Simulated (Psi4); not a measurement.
HO₄S, charge -1, singlet, geometry from GFN2-xTB (a gas-phase anion, which may not be bound at this level), with bond 3-2 at 1.6 times its length; B3LYP/STO-3G in Psi4.

Here is a job for Psi4.
```
memory 2 GB

molecule mol {
-1 1
O     1.389920   -0.281761   -0.581483
S    -0.134456    0.024009    0.020263
O     0.274593   -0.037428    2.321580
O    -0.970632   -1.053488   -0.469618
O    -0.493940    1.335434   -0.483789
H     1.778901   -0.270498    0.286219
}

set {
  basis sto-3g
  reference rks
  d_convergence 1e-8
}

energy('b3lyp')
print_variables()
```

Output, abridged:

```
   => Loading Basis Set <=

    Name: STO-3G
    Role: ORBITAL
    Keyword: BASIS

         ---------------------------------------------------------
                                   SCF
               by Justin Turney, Rob Parrish, Andy Simmonett
                          and Daniel G. A. Smith
                              RKS Reference
         ---------------------------------------------------------

  ==> Geometry <==

    Molecular point group: c1
    Full point group: C1

    Geometry (in Angstrom), charge = -1, multiplicity = 1:

       Center              X                  Y                   Z               Mass
    ------------   -----------------  -----------------  -----------------  -----------------
         O            1.382782762396    -0.280722465899    -0.720915861229    15.994914619570
         S           -0.141593237604     0.025047534101    -0.119169861229    31.972071174400
         O            0.267455762396    -0.036389465899     2.182147138771    15.994914619570
         O           -0.977769237604    -1.052449465899    -0.609050861229    15.994914619570
         O           -0.501077237604     1.336472534101    -0.623221861229    15.994914619570
         H            1.771763762396    -0.269459465899     0.146786138771     1.007825032230

  Running in c1 symmetry.

  Rotational constants: A =      0.16735  B =      0.11521  C =      0.11080 [cm^-1]
  Rotational constants: A =   5016.93225  B =   3453.77621  C =   3321.84098 [MHz]
  Nuclear repulsion =  249.449363061489066

  Charge       = -1
  Multiplicity = 1
  Electrons    = 50
  Nalpha       = 25
  Nbeta        = 25

  ==> Algorithm <==

  SCF Algorithm Type is DF.
  DIIS enabled.
  MOM disabled.
  Fractional occupation disabled.
  Guess Type is SAD.
  Energy threshold   = 1.00e-06
  Density threshold  = 1.00e-08
  Integral threshold = 1.00e-12

  ==> Primary Basis <==

  Basis Set: STO-3G
    Blend: STO-3G
    Number of shells: 18
    Number of basis functions: 30
    Number of Cartesian functions: 30
    Spherical Harmonics?: true
    Max angular momentum: 1

  ==> DFT Potential <==

   => LibXC <=

    Version 7.1.2
    S. Lehtola, C. Steigemann, M. J. T. Oliveira, and M. A. L. Marques,  SoftwareX 7, 1–5 (2018) (10.1016/j.softx.2017.11.002)

   => Composite Functional: B3LYP <=

    B3LYP Hyb-GGA Exchange-Correlation Functional

    P. J. Stephens, F. J. Devlin, C. F. Chabalowski, and M. J. Frisch,  J. Phys. Chem. 98, 11623 (1994) (10.1021/j100096a001)

[...]
   @DF-RKS iter  19:  -690.47444268166828   -8.15159e-06   6.06022e-06 DIIS
   @DF-RKS iter  20:  -690.47444272731036   -4.56421e-08   3.69634e-06 DIIS
   @DF-RKS iter  21:  -690.47444275134558   -2.40352e-08   3.96267e-07 DIIS
   @DF-RKS iter  22:  -690.47444275256214   -1.21656e-09   2.14709e-07 DIIS
   @DF-RKS iter  23:  -690.47444275262171   -5.95719e-11   2.36002e-08 DIIS
   @DF-RKS iter  24:  -690.47444275262228   -5.68434e-13   2.39480e-09 DIIS
  Energy and wave function converged.

  ==> Post-Iterations <==

   Electrons on quadrature grid:
      Ntotal   =   49.9999993356 ; deviation = -6.644e-07

    Orbital Energies [Eh]
    ---------------------

    Doubly Occupied:

[...]
      25A      0.225201

    Virtual:

[...]
    Final Occupation by Irrep:
              A
    DOCC [    25 ]
    NA   [    25 ]
    NB   [    25 ]

  @DF-RKS Final Energy:  -690.47444275262228

   => Energetics <=

    Nuclear Repulsion Energy =            249.4493630614890662
    One-Electron Energy =               -1468.0264207652840014
    Two-Electron Energy =                 577.7310063132133564
    DFT Exchange-Correlation Energy =     -49.6283913620407233
    Empirical Dispersion Energy =           0.0000000000000000
    VV10 Nonlocal Energy =                  0.0000000000000000
    Total Energy =                       -690.4744427526222808

Computation Completed

Properties will be evaluated at   0.000000,   0.000000,   0.000000 [a0]

Properties computed using the SCF density matrix

 Multipole Moments:

 ------------------------------------------------------------------------------------
     Multipole            Electronic (a.u.)      Nuclear  (a.u.)        Total (a.u.)
 ------------------------------------------------------------------------------------

 L = 1.  Multiply by 2.5417464519 to convert [e a0] to [Debye]
 Dipole X            :         -1.1606231            1.6580615            0.4974384
 Dipole Y            :          0.1813430           -0.2521080           -0.0707650
 Dipole Z            :         -0.4544902            0.1355629           -0.3189273
 Magnitude           :                                                    0.5951195

 ------------------------------------------------------------------------------------

  Variable Map:
  ----------------------------------------------------------------------------
[...]
  Array Variable Map:
  ----------------------------------------------------------------------------
[...]
[...]
```
